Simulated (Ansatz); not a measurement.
CH₆NOSb (`[NH2][SbH][CH2]O`), relaxed with RKS PBE0-D4/def2-TZVP in Ansatz 0.2.0 from a PBE-D4/def2-SVP geometry. The force threshold is 0.005 eV/Å; the program also tests the step.

Total charge 0; spin multiplicity 1. Sb: def2 effective core potential.

Start:

```xyz
10

N     0.131    1.216    1.506
Sb    0.100    1.265   -0.591
C    -0.212   -0.916   -0.745
O    -1.600   -1.109   -0.938
H     1.081    1.020    1.851
H    -0.108    2.153    1.862
H     1.824    1.061   -0.837
H     0.167   -1.330    0.220
H     0.416   -1.314   -1.580
H    -1.799   -2.045   -0.748
```

```
        step  energy (eV)  largest force (eV/Å)  largest move (Å)
           1  -11205.8243                 0.697             0.000
           2  -11205.8846                 0.353             0.074
           3  -11205.8961                 0.175             0.048
           4  -11205.8984                 0.064             0.025
           5  -11205.8992                 0.037             0.018
           6  -11205.8995                 0.035             0.017
           7  -11205.8996                 0.025             0.013
8 (rejected)  -11205.8995                 0.043             0.009
           9  -11205.8996                 0.011             0.004
          10  -11205.8996                 0.004             0.007
```

End:

```xyz
10

N     0.147    1.255    1.465
Sb    0.109    1.239   -0.573
C    -0.201   -0.898   -0.726
O    -1.590   -1.108   -0.873
H     1.038    0.986    1.862
H    -0.100    2.162    1.837
H     1.805    1.035   -0.817
H     0.194   -1.342    0.195
H     0.371   -1.281   -1.581
H    -1.773   -2.048   -0.789
```

Hardware: 4 threads of an Arm Neoverse V1 on a shared host. Wall time 29 s, peak host memory 0.42 GiB.
